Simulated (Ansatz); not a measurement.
Ansatz (an electronic-structure program) input (CCSD(T)/aug-cc-pV(D+d)Z):
A basis named .json is the Basis Set Exchange file of that set.

Ansatz 0.2 input:
```yaml
crystal:
  periodic: [false, false, false]
  atoms:
    - {symbol: Si, position_ang: [0.59277044, -0.14479719, 0.58808846]}
    - {symbol: Cl, position_ang: [0.52119194, 1.89807024, 0.75268470]}
    - {symbol: Cl, position_ang: [1.70920291, -0.62520841, -1.06358081]}
    - {symbol: O, position_ang: [-0.89648112, -0.73613644, 0.43560157]}
    - {symbol: Si, position_ang: [-2.29759312, -0.76344868, -0.43988582]}
    - {symbol: H, position_ang: [1.23185880, -0.70137036, 1.77970705]}
    - {symbol: H, position_ang: [-2.89316818, 0.58906870, -0.45671647]}
    - {symbol: H, position_ang: [-3.20879229, -1.71697796, 0.22280821]}
    - {symbol: H, position_ang: [-2.00724425, -1.20483772, -1.82021423]}
basis:
  gaussian:
    orbitals: aug-cc-pV_D+d_Z.json
magnetization: {spin_polarized: false}
correlation: {method: ccsd_t, electrons: outside_noble_gas}
output: {forces: true}
```

End of the output:

```
mean field evaluation 16: about -42835.2910 eV, gradient 3.8e1 eV
mean field -42838.74309694 eV, -1574.2947716694 hartree, gradient 3.5e-6 eV, S^2 0.000000; 0 other end points of the search recorded, 0 dependent functions left out
21 core orbitals not correlated
reference -42838.74309694 eV, -1574.2947716694 hartree; 16, 16 occupied and 150, 150 virtual orbitals, 1847 factors
densities: 4.16 GiB planned
second order -18.98910174 eV of doubles, -0.00000000 eV of singles
coupled cluster: 2.17 GiB planned
cycle   1  -19.94823495 eV  change   -9.6e-1 eV  update   1.0e-1
cycle   2  -20.44176028 eV  change   -4.9e-1 eV  update   3.0e-2
cycle   3  -20.55349109 eV  change   -1.1e-1 eV  update   1.4e-2
cycle   4  -20.54820388 eV  change    5.3e-3 eV  update   3.0e-3
cycle   5  -20.54625637 eV  change    1.9e-3 eV  update   1.1e-3
cycle   6  -20.54632427 eV  change   -6.8e-5 eV  update   3.2e-4
cycle   7  -20.54623206 eV  change    9.2e-5 eV  update   1.1e-4
cycle   8  -20.54622075 eV  change    1.1e-5 eV  update   3.1e-5
cycle   9  -20.54623011 eV  change   -9.4e-6 eV  update   1.1e-5
cycle  10  -20.54622661 eV  change    3.5e-6 eV  update   3.7e-6
perturbative correction -0.61524445 eV, -0.0226098165 hartree
the calculation of the forces begins
Total energy: -42859.90456800 eV, -1575.0724413873 hartree
Atom 0 at     0.592770    -0.144797     0.588088 Å, force     0.600200     0.204365     0.110587 eV/Å
Atom 1 at     0.521192     1.898070     0.752685 Å, force     0.013875     0.326955     0.045211 eV/Å
Atom 2 at     1.709203    -0.625208    -1.063581 Å, force     0.204610    -0.078740    -0.246512 eV/Å
Atom 3 at    -0.896481    -0.736136     0.435602 Å, force    -0.053033    -0.442478     0.576083 eV/Å
Atom 4 at    -2.297593    -0.763449    -0.439886 Å, force    -0.727620     0.032282    -0.517613 eV/Å
Atom 5 at     1.231859    -0.701370     1.779707 Å, force     0.053580    -0.042076     0.092550 eV/Å
Atom 6 at    -2.893168     0.589069    -0.456716 Å, force    -0.052305     0.110833    -0.000456 eV/Å
Atom 7 at    -3.208792    -1.716978     0.222808 Å, force    -0.060470    -0.071504     0.054964 eV/Å
Atom 8 at    -2.007244    -1.204838    -1.820214 Å, force     0.021163    -0.039638    -0.114815 eV/Å
Dipole moment:    -0.211794    -0.144587     0.062313 e Å
```
